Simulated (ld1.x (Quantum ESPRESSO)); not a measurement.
# What one change does to a pseudopotential (tellurium, TM)

* Element: tellurium (Te)
* Generator: ld1.x (Quantum ESPRESSO) 7.5
* Type: norm-conserving Troullier–Martins (Kleinman–Bylander form)
* Functional: PBE
* Relativity: scalar-relativistic
* Frozen core: [Kr]
* Valence charge: 16
* Reference configuration: 4d10 5s2 5p3.75 (charge +0.25)
* Partial waves: 5s (bound): rc 1.65 bohr; 5p (bound): rc 2.05 bohr; 4d (bound): rc 1.35 bohr
* Local potential: all-electron potential smoothed inside 1.50 bohr (lloc = -1)
* Core correction: a·sin(br)/r model core inside 1.00 bohr

All-electron outer shells of the reference configuration (PBE, scalar-relativistic, ld1.x):

| shell | level (eV) | outermost node (bohr) | outermost maximum (bohr) |
| --- | --- | --- | --- |
| 4s | -166.51 | 0.38 | 0.70 |
| 4p | -116.53 | 0.38 | 0.74 |
| 4d | -43.77 | 0.36 | 0.81 |
| 5s | -17.08 | 0.91 | 1.80 |
| 5p | -7.79 | 1.00 | 2.17 |

Change: local potential all-electron potential smoothed inside 0.94 bohr (lloc = -1).

Cutoffs: the cutoffs (Ry, on a coarse ladder) from which the occupation-weighted sum of valence levels, in a spherical-Bessel basis at the reference potential, stays within 10 and 1 mRy of its value at 400 Ry; they do not see the model core or the augmentation charge, which bear on the density cutoff. Errors are all-electron minus pseudo energies relative to the spin-unpolarised reference configuration.

**Question.** How do hardness, ghosts and transferability respond?

**Answer.** The potential gets neither clearly harder nor softer (100 Ry and 180 Ry → 100 Ry and 180 Ry); the bound ghosts move from s to p, s; the number of tests that count goes from 7 to 6; of the 6 tests that both files solve, the error grows in 1 and shrinks in 5 by more than 15 % and 0.3 meV (median size 2.6 → 2.5 meV); the range in which the s phases agree narrows (upper end 3.7 → 0.6); the range in which the p phases agree widens (upper end 0.1 → 3.3). In the separable form a ghost depends on how the local part lies against the semilocal potential of the channel, so the choice of the local part can create or remove one.

| quantity | base | changed |
| --- | --- | --- |
| cutoff, loose | 100 Ry | 100 Ry |
| cutoff, tight | 180 Ry | 180 Ry |
| loose cutoff by channel (10 mRy a level) | s 25 Ry, p 10 Ry, d 90 Ry | s 25 Ry, p 6 Ry, d 90 Ry |
| bound ghosts | s | s, p |
| tests counted (converged, no solver errors) | 7 of 7 | 6 of 7 |
| error for 4d10 5s2 5p4, meV [ΔE -1.72 eV] | +0.8 | +0.5 |
| error for 4d10 5s2 5p3, meV [ΔE 8.01 eV] | +2.7 | -0.3 |
| error for 4d10 5s2 5p2, meV [ΔE 25.94 eV] | +23 | +5.2 |
| error for 4d10 5s1 5p5, meV [ΔE 7.54 eV] | -2.0 | -3.6 |
| error for 4d10 5s2 5p1, meV [ΔE 52.84 eV] | +47 | +19 |
| error for 4d10 5s2 5p4.3, meV [ΔE -3.18 eV] | +2.5 | +1.4 |
| s: phases at 2.24 bohr within 0.05 rad from the reference energy up to (Ry; the scan ends near 5) | 3.7 | 0.6 |
| p: phases at 2.24 bohr within 0.05 rad from the reference energy up to (Ry; the scan ends near 5) | 0.1 | 3.3 |
| d: phases at 2.24 bohr within 0.05 rad from the reference energy up to (Ry; the scan ends near 5) | 1.1 | to the end of the scan |

Changed file: Tests not counted: 4d9 5s2 5p5 (solver errors, printed error -2557 eV). A true bound ghost makes a file unfit for plane-wave use even where its test errors are small: the radial tests pick states by their node count and pass the ghost by. Where a test does run into it, the solver fails or the error is huge.
